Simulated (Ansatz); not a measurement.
Consider the ligand exchange at the Si–F bond: `C[SiH2][SiH](F)Cl` + HCl → `C[SiH2][SiH](Cl)Cl` + H–F.

Program: Ansatz. Geometries: PBE0-D4/def2-TZVP. ΔE: electronic, gas phase. CCSD(T)/CBS is the MP2 limit (def2-TZVPP, def2-QZVPP) plus CCSD(T) − MP2 in def2-TZVPP, frozen cores. This one scheme is used for every species. Functionals use def2-TZVPP. One conformer a species, not always the lowest.

(1) Is it downhill or uphill in electronic energy at CCSD(T)/CBS, and by how much? (Estimate.)

(2) What do these levels give: PBE-D4, ωB97X-V, MP2/def2-TZVPP, CCSD(T)/def2-TZVPP, HF/def2-QZVPP, MP2/def2-QZVPP? (Estimate.)

Largest T1 diagnostic among the species: 0.011.

Answers

(1) The calculation gave: Uphill: ΔE = +32.9 kJ/mol.

(2) Computed: PBE-D4 28.6, ωB97X-V 38.3, MP2/def2-TZVPP 30.5, CCSD(T)/def2-TZVPP 37.6, HF/def2-QZVPP 52.6, MP2/def2-QZVPP 28.5 kJ/mol.

The D4 term adds −8.0 kJ/mol with B3LYP and −4.4 kJ/mol with PBE0; it sums over pairs of atoms, weighted by their polarisabilities, and B3LYP, whose exchange is more repulsive, gets the larger term. In def2-TZVPP, CCSD(T) changes the Hartree–Fock value by −13.0 kJ/mol (the triples alone add −2.8 kJ/mol) and MP2 by −20.1 kJ/mol.

B3LYP here is the variant with VWN-RPA as its local correlation; programs differ in this.
